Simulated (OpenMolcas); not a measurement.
# Multiconfigurational calculation on In III

Input:

```
&GATEWAY
Coord
1

In 0.0 0.0 0.0
Basis=ANO-RCC-VQZP
Group=XYZ
NoMove
AngMom=0.0 0.0 0.0
AMFI
&SEWARD
* reference wave functions (RASSCF and RASSI steps not shown): 1 electron in 8 orbitals (5s 5p 6s 6p)
>>> COPY JOB001 $Project.JobIph
&CASPT2
Multistate=1 1
Frozen=8 6
IPEA=0.15
Sig1=0.4
MaxIter=60
WThr=0.0 0.3 0.05
PrWF=0.5
NoMix
>>> COPY JOB002 $Project.JobIph
&CASPT2
XMultistate=3 1 2 3
Frozen=8 6
IPEA=0.15
Sig1=0.4
MaxIter=60
WThr=0.0 0.3 0.05
PrWF=0.5
NoMix
```

Launched by
```bash
OMP_NUM_THREADS=1 MOLCAS_MEM=2252 MOLCAS_PROJECT=a pymolcas a.inp > a.log  # once for each step of the input, in one work folder
```

Output, cut to the results:

```
--- CASPT2 ---
Orbital specifications:
      -----------------------

      Symmetry species                           1   2
                                                ag  au
      Frozen orbitals                            8   6
      Inactive orbitals                          6   3
      Active orbitals                            2   6
      Secondary orbitals                        35  27
      Deleted orbitals                           0   0
      Number of basis functions                 51  42
Type of calculation                        SS-CASPT2
      Fock operator                              state-specific
      IPEA shift                                 0.15
      Real shift                                 0.00
      Imaginary shift                            0.00
      Sigma^1 regularizer                        0.40
      The input orbitals will be transformed to quasi-canonical
Reference energy:       -5876.2617315802
      E2 (Non-variational):      -0.6914595261
      Shift correction:          -0.0000575818
      E2 (Variational):          -0.6915171079
      Total energy:           -5876.9532486881
      Residual norm:              0.0000009972
      Reference weight:           0.91898
      Contributions to the CASPT2 correlation energy
      Active & Virtual Only:          0.0000000000
      One Inactive Excited:          -0.0572571250
      Two Inactive Excited:          -0.6342024011
::    CASPT2 Root  1     Total energy:  -5876.95324869
--- CASPT2 ---
Orbital specifications:
      -----------------------

      Symmetry species                           1   2
                                                ag  au
      Frozen orbitals                            8   6
      Inactive orbitals                          6   3
      Active orbitals                            2   6
      Secondary orbitals                        35  27
      Deleted orbitals                           0   0
      Number of basis functions                 51  42
Type of calculation                        XMS-CASPT2
      Fock operator                              state-average
      IPEA shift                                 0.15
      Real shift                                 0.00
      Imaginary shift                            0.00
      Sigma^1 regularizer                        0.40
      The input orbitals will be transformed to quasi-canonical
      The input states will be rotated to diagonalize the Fock operator
Reference energy:       -5876.0041706806
      E2 (Non-variational):      -0.6732299607
      Shift correction:          -0.0001670499
      E2 (Variational):          -0.6733970107
      Total energy:           -5876.6775676913
      Residual norm:              0.0000002472
      Reference weight:           0.92144
      Contributions to the CASPT2 correlation energy
      Active & Virtual Only:          0.0000000000
      One Inactive Excited:          -0.0394779767
      Two Inactive Excited:          -0.6337519841
Reference energy:       -5876.0041706802
      E2 (Non-variational):      -0.6732352192
      Shift correction:          -0.0001674210
      E2 (Variational):          -0.6734026403
      Total energy:           -5876.6775733205
      Residual norm:              0.0000002475
      Reference weight:           0.92144
      Contributions to the CASPT2 correlation energy
      Active & Virtual Only:          0.0000000000
      One Inactive Excited:          -0.0395007998
      Two Inactive Excited:          -0.6337344194
::    XMS-CASPT2 Root  1     Total energy:  -5876.67757332
::    XMS-CASPT2 Root  2     Total energy:  -5876.67757332
::    XMS-CASPT2 Root  3     Total energy:  -5876.67756769
```

In XMS-CASPT2 the single-state energies belong to rotated reference states; over a whole degenerate manifold the rotation is arbitrary, and only the multistate roots count.

Levels above the lowest, from the spin-orbit matrix with the multistate effective Hamiltonian, averaged by term, added to it:

```csv
Configuration,Term,J,E (eV),Measured (eV),g,Term weight %
5s,2S,1/2,0.0000,0.0000,2.002,100
5p,2P*,1/2,7.215,7.0896,0.666,100
5p,2P*,3/2,7.645,7.6279,1.334,100
```

Against the 2 measured excited levels shown (Moore, Atomic Energy Levels, vol. III, NSRDS-NBS 35 (1971 reprint of NBS Circular 467, 1958)) the mean absolute deviation is 570 cm-1; the largest miss in energy is 5p 2P* 1/2: computed 7.215, measured 7.0896 eV (+1.8 %).

With one active electron outside closed inactive shells, the extra shells (6p 6s) add no correlation to the reference. With one active electron, CASPT2 adds the correlation within the correlated inactive shells and between them and that electron, and leaves the splitting within a term as the reference gives it. Measured partners are found by configuration, term and J. A level has none where our copy of the source lacks it or the pairing is in doubt (some pairs that miss far off the trend of their configuration count as doubtful), and it then counts in no deviation. Levels of configurations outside the active space are missing. The first state left out of the spin-orbit step lies near 180000 cm-1 above the lowest spin-free state of the reference (among the parities and spins computed), and the list stops at four fifths of that energy or lower.

The term weight is that of the spin-free term in the level, not the purity of its configuration. * marks odd parity.
